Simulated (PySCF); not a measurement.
Molfile (atoms numbered from 1):
```
C7H13BO2
     RDKit          3D

 23 23  0  0  0  0  0  0  0  0999 V2000
    3.6477    0.7581   -0.5304 C   0  0  0  0  0  0  0  0  0  0  0  0
    2.3775    0.6898   -0.9320 C   0  0  0  0  0  0  0  0  0  0  0  0
    1.2879   -0.0693   -0.2501 C   0  0  2  0  0  0  0  0  0  0  0  0
    0.6455   -1.1692   -1.1227 C   0  0  0  0  0  0  0  0  0  0  0  0
   -0.8292   -1.2714   -0.6717 C   0  0  0  0  0  0  0  0  0  0  0  0
   -0.9994   -0.2621    0.4782 C   0  0  2  0  0  0  0  0  0  0  0  0
   -2.4184    0.4010    0.6267 B   0  0  0  0  0  0  0  0  0  0  0  0
   -2.8374    0.7688    1.8743 O   0  0  0  0  0  0  0  0  0  0  0  0
   -3.1520    0.6229   -0.5048 O   0  0  0  0  0  0  0  0  0  0  0  0
    0.0855    0.7833    0.1739 C   0  0  0  0  0  0  0  0  0  0  0  0
    4.3950    1.3346   -1.0819 H   0  0  0  0  0  0  0  0  0  0  0  0
    3.9864    0.2363    0.3708 H   0  0  0  0  0  0  0  0  0  0  0  0
    2.0780    1.2269   -1.8432 H   0  0  0  0  0  0  0  0  0  0  0  0
    1.7006   -0.5360    0.6614 H   0  0  0  0  0  0  0  0  0  0  0  0
    0.7076   -0.8845   -2.1858 H   0  0  0  0  0  0  0  0  0  0  0  0
    1.1945   -2.1176   -1.0263 H   0  0  0  0  0  0  0  0  0  0  0  0
   -1.1059   -2.2904   -0.3614 H   0  0  0  0  0  0  0  0  0  0  0  0
   -1.5006   -1.0054   -1.5021 H   0  0  0  0  0  0  0  0  0  0  0  0
   -0.7312   -0.7417    1.4354 H   0  0  0  0  0  0  0  0  0  0  0  0
   -3.6919    1.2091    1.9075 H   0  0  0  0  0  0  0  0  0  0  0  0
   -3.9907    1.0739   -0.3726 H   0  0  0  0  0  0  0  0  0  0  0  0
    0.3113    1.4475    1.0220 H   0  0  0  0  0  0  0  0  0  0  0  0
   -0.2285    1.4222   -0.6724 H   0  0  0  0  0  0  0  0  0  0  0  0
  1  2  2  0
  2  3  1  0
  3  4  1  0
  4  5  1  0
  5  6  1  0
  6  7  1  0
  7  8  1  0
  7  9  1  0
  6 10  1  0
 10  3  1  0
  1 11  1  0
  1 12  1  0
  2 13  1  0
  3 14  1  1
  4 15  1  0
  4 16  1  0
  5 17  1  0
  5 18  1  0
  6 19  1  1
  8 20  1  0
  9 21  1  0
 10 22  1  0
 10 23  1  0
M  END
```

Geometry: PBE0-D3(BJ)/def2-SVP; GIAO absolute shieldings from PySCF 2.14, gas phase, non-relativistic, averaged over equivalent atoms.

At B97-2/pcSseg-1 (235 basis functions, 41 s wall time on 1 thread of an Arm Neoverse V2, shared host):
```csv
atoms,σ (ppm)
C2,34.2
C1,66.1
C3,131.5
C10,141.7
C4,149.0
C5,154.6
C6,155.4
B7,71.5
O8/O9,216.0
H13,25.61
H12,26.16
H11,26.30
H20/H21,28.68
H14,29.22
H18,29.50
H16,29.66
H17,29.79
H22,29.81
H15,30.09
H19,30.25
H23,30.37
```

**Question.** Predict the values at PBE0/pcSseg-1 on the same geometry.

**Answer.** 
```json
{"atoms": "C2", "σ at PBE0/pcSseg-1": "31.3", "change": "-2.9"}
{"atoms": "C1", "σ at PBE0/pcSseg-1": "63.7", "change": "-2.4"}
{"atoms": "C3", "σ at PBE0/pcSseg-1": "131.5", "change": "+0.0"}
{"atoms": "C10", "σ at PBE0/pcSseg-1": "142.1", "change": "+0.4"}
{"atoms": "C4", "σ at PBE0/pcSseg-1": "149.8", "change": "+0.8"}
{"atoms": "C5", "σ at PBE0/pcSseg-1": "155.5", "change": "+0.9"}
{"atoms": "C6", "σ at PBE0/pcSseg-1": "155.8", "change": "+0.4"}
{"atoms": "B7", "σ at PBE0/pcSseg-1": "69.5", "change": "-2.0"}
{"atoms": "O8/O9", "σ at PBE0/pcSseg-1": "213.4", "change": "-2.6"}
{"atoms": "H13", "σ at PBE0/pcSseg-1": "25.44", "change": "-0.17"}
{"atoms": "H12", "σ at PBE0/pcSseg-1": "25.98", "change": "-0.18"}
{"atoms": "H11", "σ at PBE0/pcSseg-1": "26.13", "change": "-0.17"}
{"atoms": "H20/H21", "σ at PBE0/pcSseg-1": "28.49", "change": "-0.19"}
{"atoms": "H14", "σ at PBE0/pcSseg-1": "29.10", "change": "-0.12"}
{"atoms": "H18", "σ at PBE0/pcSseg-1": "29.40", "change": "-0.10"}
{"atoms": "H16", "σ at PBE0/pcSseg-1": "29.55", "change": "-0.11"}
{"atoms": "H17", "σ at PBE0/pcSseg-1": "29.68", "change": "-0.11"}
{"atoms": "H22", "σ at PBE0/pcSseg-1": "29.70", "change": "-0.11"}
{"atoms": "H15", "σ at PBE0/pcSseg-1": "30.00", "change": "-0.09"}
{"atoms": "H19", "σ at PBE0/pcSseg-1": "30.12", "change": "-0.13"}
{"atoms": "H23", "σ at PBE0/pcSseg-1": "30.28", "change": "-0.09"}
```

The largest change is at C2 (alkene CH). Cost: 235 basis functions, 42 s wall time on 1 thread of an Arm Neoverse V2, shared host. The order of the carbon signals is the same at both levels.

A carbon bonded to boron is broadened by the quadrupolar boron nucleus and is often missing from a measured spectrum.
